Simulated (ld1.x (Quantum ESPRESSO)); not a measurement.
Ranking TM potentials for calcium

All share these settings but for the change named:

```json
{
 "Element": "Ca (Z = 20)",
 "Generator": "ld1.x (Quantum ESPRESSO) 7.5",
 "Type": "norm-conserving Troullier–Martins (Kleinman–Bylander form)",
 "Functional": "revPBE",
 "Relativity": "scalar-relativistic",
 "Frozen core": "[Ne]",
 "Valence charge": "10",
 "Reference configuration": "3s2 3p6 3d0 4s2 4p0",
 "Partial waves": "3s (bound): rc 1.85 bohr; 3p (bound): rc 1.85 bohr; 3d (bound, empty): rc 1.55 bohr",
 "Local potential": "all-electron potential smoothed inside 1.80 bohr (lloc = -1)",
 "Core correction": "none"
}
```

Occupied shells without a wave of their own: 4s. They enter only through the test configuration that unscreens the potential.

Cutoff: the first of the cutoffs (Ry, on a coarse ladder) from which the occupation-weighted sum of valence levels, in a spherical-Bessel basis at the reference potential, stays within 10 and 1 mRy of its value at 400 Ry; the density cutoff is not measured.

The base gives 30 Ry.

Of 9 variants that were run, those that failed, showed a ghost or another fault, or gave nearly equal values are left out.

A variant can come out equal or close to the base.

Rank these variants from softest to hardest (loose cutoff).
A. wave 3p (bound): rc 1.85 bohr becomes 3p (bound): rc 2.74 bohr
B. functional LDA (PZ)
C. all radii scaled by about 0.83 (s 1.54, p 1.54, d 1.28 bohr); local potential all-electron potential smoothed inside 1.50 bohr (lloc = -1)
D. wave 3s (bound): rc 1.85 bohr becomes 3s (bound): rc 1.56 bohr

A (25 Ry), B (30 Ry), D (35 Ry), C (50 Ry).
